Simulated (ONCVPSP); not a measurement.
## iridium: variants of one ONCV potential

Base potential:

ONCVPSP 4.0.1 input, shortened (lines: element, Z, core and valence counts, functional; n l f; lmax; l rc ep ncon nbas qcut; lloc lpopt rc5 dvloc0; l nproj debl; icmod fcfact rcfact), LDA (Perdew-Wang 92), scalar-relativistic:

```
  Ir 77.00   10    4  -001012      upf
    1    0    2.00
    2    0    2.00
    2    1    6.00
    3    0    2.00
    3    1    6.00
    3    2   10.00
    4    0    2.00
    4    1    6.00
    4    2   10.00
    4    3   14.00
    5    0    2.00
    5    1    6.00
    5    2    8.00
    6    0    1.00
    3
    0    1.55    0.00    3    7    8.70
    1    1.90    0.00    4    7    5.80
    2    2.30    0.00    3    8    6.80
    3    2.25    0.08    4    8    5.40
    4    3    1.50    6.00
    0    2    2.20
    1    2    2.10
    2    2    3.00
    3    1    1.30
    0    0.00    0.00
```

All-electron outer shells of the reference configuration (LDA (PZ), scalar-relativistic, ld1.x):

```csv
shell,level (eV),outermost node (bohr),outermost maximum (bohr)
5s,-95.78,0.50,0.89
4f,-59.94,–,0.39
5p,-52.56,0.54,1.01
6s,-5.84,1.17,2.44
5d,-5.65,0.59,1.31
```

Cutoffs, loose and tight: the cutoffs (Ha) at which the residual kinetic energy of the hardest occupied pseudo-wave falls to 1 and 0.1 mHa per electron. They do not see the model core or the augmentation charge, which bear on the density cutoff. Test errors are all-electron minus pseudo excitation energies from the reference, over the configurations 5s2 5p6 5d7 6s2; 5s2 5p6 5d7 6s1; 5s2 5p6 5d7 6s0; 5s2 5p6 5d7 6s1.5. A dash means not determined; rows that change the core or the reference have their own tests.

A true bound ghost makes a file unfit for plane-wave use even where its test errors are small: the radial tests pick states by their node count and pass the ghost by.

```tsv
change	outcome	cutoff, loose	cutoff, tight	bound ghosts	GHOST(+) flags above zero	largest test error (meV)
base	generated	26 Ha	30 Ha	s	none	+8.5
p: rc 1.4; local potential polynomial inside 1.40 bohr (lpopt 3, dvloc0 6 Ha)	generated	61 Ha	77 Ha	none	none	+8.5
p: rc 1.68	generated	26 Ha	30 Ha	s	none	+8.5
p: rc 1.96	generated	26 Ha	30 Ha	s	none	+8.5
p: rc 2.16	generated	26 Ha	30 Ha	s	none	+8.5
p: rc 2.4	generated	26 Ha	30 Ha	s	none	+8.4
p: rc 2.66	generated, projector energies reset by the program	26 Ha	30 Ha	s	none	+8.4
```

Reading the sweep of the p radius (base included, trends over the rows without a ghost): Bound ghosts are found at 1.68, 1.9, 1.96, 2.16, 2.4, 2.66 bohr.
